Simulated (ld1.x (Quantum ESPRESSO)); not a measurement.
# Transferability test, TM potential for sulfur (S)

ld1.x (Quantum ESPRESSO) 7.5 input, shortened:

```
&input
   title='S', zed=16., rel=1, dft='PZ', iswitch=3,
   config='[Ne] 3s2 3p2.5 3d-2'
 /
 &inputp
   pseudotype=2, tm=.true., lloc=0,
   nlcc=.true., new_core_ps=.true., rcore=0.80
 /
3
3P  2  1   2.50   0.00  1.00  1.00  0.0
3D  3  2  -2.00   0.40  1.20  1.20  0.0
3S  1  0   2.00   0.00  1.35  1.35  0.0
 &test
   configts(1)='3s2 3p2.5'
 /
```

Energies are relative to the spin-unpolarised reference configuration 3s2 3p2.5; without spin polarisation the order of configurations can differ from experiment. Spin-polarised rows fill each open shell by Hund’s rule, majority spin first.

```
     valence configuration  charge  ΔE all-electron (eV)  error AE − PS (meV)
                   3s2 3p3      +1                -9.787                 +2.3
                   3s2 3p2      +2                12.586                 +1.9
                   3s2 3p1      +3                46.744                  +21
                   3s1 3p5       0               -11.410                 +6.5
                 3s2 3p4.3    -0.3               -23.391                  +17
3s2 3p2.5 (spin-polarised)    +1.5                -1.497                 -6.4
  3s2 3p4 (spin-polarised)       0               -22.356                  +13
```

Q: What are ΔE and the potential's error for 3s2 3p3.5?

A: ΔE = -16.941 eV all-electron; the error (AE − PS) is +7.3 meV.

Q: What are ΔE and the potential's error for 3s2 3p4?

A: ΔE = -21.650 eV all-electron; the error (AE − PS) is +13 meV.

Levels in the configuration 3s2 3p4:

```json
{"level": "3s", "all-electron (eV)": "-17.284", "pseudo (eV)": "-17.303"}
{"level": "3p", "all-electron (eV)": "-7.112", "pseudo (eV)": "-7.123"}
```
